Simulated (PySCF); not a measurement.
Removing an electron from `FC(F)(F)C[SiH2][SiH2][GeH3]`

Species: C2H9F3GeSi2.
Structure used (PBE0-D3(BJ)/def2-SVP), in Å, numbered top down from 1:
```
atom  x, y, z in Å
F1    -2.1755   -2.0282   -0.3484
C2    -2.4783   -1.0863    0.5545
F3    -3.7733   -1.2284    0.8534
F4    -1.7856   -1.3710    1.6680
C5    -2.1622    0.2919    0.0502
Si6   -0.3765    0.5462   -0.5673
Si7    1.2278   -0.1272    1.0004
Ge8    3.3861    0.5758    0.2715
H9    -2.3729    1.0037    0.8626
H10   -2.8532    0.5192   -0.7760
H11   -0.2263    2.0089   -0.8415
H12   -0.1800   -0.1934   -1.8503
H13    1.2121   -1.6135    1.1553
H14    0.9250    0.5023    2.3242
H15    3.4404    2.1120    0.1668
H16    3.6991   -0.0120   -1.1180
H17    4.4781    0.1130    1.2542
```

Level: B3LYP/def2-SVPD (PySCF). Frontier orbitals with their largest atomic shares (Löwdin; up to four atoms above 4 %):

| orbital | ε (eV) | main atoms |
| --- | --- | --- |
| HOMO−3 | -9.52 | Ge8 32 %, H17 23 %, H16 10 %, Si6 9 % |
| HOMO−2 | -9.23 | Ge8 26 %, Si7 17 %, H15 16 %, H16 14 % |
| HOMO−1 | -8.52 | Si7 32 %, Si6 16 %, Ge8 15 %, H13 9 % |
| HOMO | -7.83 | ? |
| LUMO | -0.61 | Ge8 22 %, Si6 18 %, Si7 17 %, H17 10 % |
| LUMO+1 | -0.10 | Si7 26 %, Si6 20 %, Ge8 13 %, H13 9 % |
| LUMO+2 | -0.04 | Si7 24 %, Ge8 20 %, Si6 16 %, H14 11 % |

Question: What vertical ionisation energy does ΔSCF give, and how far is −ε(HOMO) from it?

Answer: ΔSCF: 9.74 eV (940 kJ/mol; threshold wavelength 127 nm); ⟨S²⟩ of the doublet left behind is 0.755, against 0.75 for a pure doublet. −ε(HOMO) is 7.83 eV, 1.91 eV below it. In exact Kohn–Sham theory the two would be equal; B3LYP (global hybrid, 20 % exact exchange) falls short of its own ΔSCF value by 20 %.

Question: On which atoms does the HOMO lie?

Answer: Si7 (SiH2 silicon) 32 %, Ge8 (germanium bonded to Si and 3 H) 25 %, Si6 (SiH2 silicon) 16 %, H17 (Ge–H hydrogen) 6 %, so no atom holds as much as 40 %. The HOMO−1 lies 0.69 eV lower.

Question: What kinetic energy would electrons from this vertical process carry with He I light (21.218 eV)?

Answer: 21.22 − 9.74 = 11.48 eV.

Question: How many of the 10 lowest singlet excitations (vertical TDDFT, same level) lie below the ionisation energy?

Answer: All 10; they run from 6.51 to 7.65 eV.

Question: Shift the occupied levels rigidly so that −ε(HOMO) equals the ΔSCF value. What binding energies result?

Answer: The shift is +1.91 eV: HOMO 9.74, HOMO−1 10.43, HOMO−2 11.14, HOMO−3 11.43 eV. A rigid shift is only a rough guide to the deeper ionisations.

Isolated species at its PBE0-D3(BJ)/def2-SVP geometry (one conformer only). The calculation is non-relativistic, for germanium too.
